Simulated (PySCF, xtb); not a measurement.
Se(Cl)4 anion (Cl4Se), SMILES Cl[Se](Cl)(Cl)Cl (connectivity only; charge and spin as stated), charge -1, multiplicity 2.

Harmonic wavenumbers (cm⁻¹) from GFN2-xTB in xtb at its own minimum, in rising order: 78, 82, 101, 131, 177, 228, 259, 275, 354.

Task: What does PBE-D3(BJ)/def2-SVPD in PySCF give at its own minimum? (The exact figures need the calculation; the answer reports its results.)

Result: 13, 31, 117, 117, 134, 220, 263, 266, 266. Paired by order, the mean absolute difference is 33 cm⁻¹ and the zero-point energies are 2.4 and 2.0 kcal/mol.
